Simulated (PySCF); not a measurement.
Species: (SiH3)(GeH3)PPF2, F2GeH6P2Si.
SMILES with atom numbers: `[F:1][P:2]([F:3])[P:4]([SiH3:5])[GeH3:6]` (hydrogens: H7, H8, H9 on Si5; H10, H11, H12 on Ge6)

The calculation used PySCF, PBE0-D3(BJ)/def2-SVP geometry optimisation, gas phase.

(1) What internal coordinates does the optimisation give?

## Answers

(1) 
```tsv
bond	length (Å)	order
F1–P2	1.612	single
P2–F3	1.621	single
P2–P4	2.236	single
P4–Si5	2.270	single
P4–Ge6	2.333	single
Si5–H7, Si5–H8, Si5–H9	1.494	single
Ge6–H10, Ge6–H11, Ge6–H12	1.537	single
```

Bonds in one row agree within 0.01 Å and their mean is given. Orders are formal, as drawn. A selection of angles:
```tsv
angle	degrees
F1–P2–F3	98.0
F1–P2–P4	98.1
P2–P4–Si5	94.8
P2–P4–Ge6	93.6
Si5–P4–Ge6	95.6
P4–Si5–H7	107.1
P4–Si5–H9	112.8
H7–Si5–H8	109.9
P4–Ge6–H10	110.8
P4–Ge6–H11	108.3
H10–Ge6–H11	110.5
H10–Ge6–H12	109.6
```

Torsions: F1–P2–P4–Si5 -110° (anticlinal). The mirror-image conformer, all signs reversed, is as good.

Si5 (SiH3 silicon) is tetrahedral (angles from 107.1° to 112.8°). P4 (three-coordinate phosphorus) is pyramidal (angles 95.6°, 94.8° and 93.6°, sum 284.0°, 1.20 Å off the plane of its three neighbours). Ge6 (germanium bonded to P and 3 H) is tetrahedral (angles from 106.8° to 110.8°). P2 (three-coordinate phosphorus) is pyramidal (angles 98.1°, 98.0° and 97.0°, sum 293.0°, 0.87 Å off the plane of its three neighbours).

Point group: C1 (no symmetry element, even within 0.4 Å). No PBE0-D3(BJ)/def2-SVP frequencies stand behind this structure, so it isn't proved a minimum. The numbers are those of one conformer.
